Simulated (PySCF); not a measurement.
## Exercise with solution: dipole moment from atomic charges

Si(Cl)2(GeH3)(OH) (Cl2GeH4OSi), SMILES O[Si](Cl)([GeH3])Cl. Atoms are numbered in the order given.

```xyz
9

O      0.7859     1.9517     0.0000
Si     0.5273     0.3238     0.0000
Cl     1.4186    -0.5342    -1.6517
Cl     1.4186    -0.5342     1.6517
Ge    -1.7747    -0.1126     0.0000
H      1.6954     2.2726     0.0000
H     -2.4171     0.4896     1.2556
H     -1.9739    -1.6333     0.0000
H     -2.4171     0.4896    -1.2556
```
Charge 0, spin multiplicity 1.

The structure is a stationary point at ωB97X-D3(BJ)/def2-SVP. The structure was generated by enumeration, and PubChem lists no compound with its InChIKey, so it may never have been made. The values are those of a single conformer.

Charges (e) from PySCF with HF/def2-TZVP:

```tsv
atom	ESP fit	IAO
O1	-0.609	-0.846
Si2	0.379	1.173
Cl3	-0.156	-0.363
Cl4	-0.156	-0.363
Ge5	0.248	0.375
H6	0.454	0.382
H7	-0.044	-0.119
H8	-0.073	-0.120
H9	-0.044	-0.119
```

The dipole moment of the full density is 0.86 D.

### Question
What dipole moment does each set of point charges give, and which comes closer to that of the density?

### Answer

μ = Σ q r, and 1 e Å = 4.8032 D.
ESP fit: Σ q r = (-0.035, 0.181, 0.000) e Å, |μ| = 0.88 D.
IAO: Σ q r = (-0.282, 0.022, 0.000) e Å, |μ| = 1.36 D.
ESP fit comes closer in size. Point charges leave out the atoms' own dipoles (lone pairs, polarised bonds); fits to the potential absorb them, partitions of the density don't.
